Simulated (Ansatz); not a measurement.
Two isomers of C3H7GaO: A = `[CH3][Ga]([CH3])[CH]=O`, B = `C=[C](O)[GaH][CH3]`.

Isolated molecules relaxed with PBE0-D4/def2-TZVP in Ansatz; ΔE leaves out vibrations. CCSD(T)/CBS is the MP2 limit (def2-TZVPP, def2-QZVPP) plus CCSD(T) − MP2 in def2-TZVPP, frozen cores. Functionals use def2-TZVPP. B3LYP here is the variant with VWN-RPA as its local correlation; programs differ in this. For Ga outer-core shells are correlated without core-valence functions, which leaves a few kJ/mol of doubt a bond. Scalar relativity is left out up to krypton. One conformer a species, not always the lowest.

A:

```xyz
12

C     1.565    0.630    0.940
Ga   -0.094    0.092    0.029
C    -0.922   -1.690    0.145
C    -0.871    1.386   -1.321
O    -0.412    1.256   -2.436
H     2.007   -0.188    1.512
H     1.375    1.466    1.619
H     2.293    0.977    0.202
H    -1.062   -2.098   -0.860
H    -0.320   -2.388    0.728
H    -1.912   -1.619    0.603
H    -1.646    2.177   -1.159
```

B:

```xyz
12

C    -1.1690   -1.8231   -0.7179
C    -0.6789   -0.8527    0.0592
O    -1.0156   -0.7075    1.3717
Ga    0.5997    0.4716   -0.6501
C     1.3096    1.9027    0.4871
H    -1.8763   -2.5683   -0.3529
H    -0.8683   -1.8949   -1.7548
H    -1.6414   -1.3990    1.6230
H     0.9857    0.2923   -2.1635
H     0.9652    2.8748    0.1231
H     2.4019    1.9184    0.4528
H     0.9873    1.7858    1.5221
```

(1) Which is lower in electronic energy at CCSD(T)/CBS, and by how much? (An estimate is asked.)

(2) Give E(B) − E(A) in kcal/mol with HF/def2-TZVPP, r2SCAN-D4, CCSD(T)/def2-TZVPP, B3LYP, B3LYP-D4, PBE0-D4, PBE-D4. (Estimate.)

Largest T1 diagnostic: 0.014.

## Answers

(1) The calculation gave: A, by 4.6 kcal/mol.

(2) The calculation gave: HF/def2-TZVPP 5.1, r2SCAN-D4 4.5, CCSD(T)/def2-TZVPP 5.3, B3LYP 5.6, B3LYP-D4 4.9, PBE0-D4 4.1, PBE-D4 5.1. None reverses the order clearly.

From PBE to PBE0 (25 % exact exchange), in def2-TZVPP and without D4, E(B) − E(A) moves by −1.1 kcal/mol.
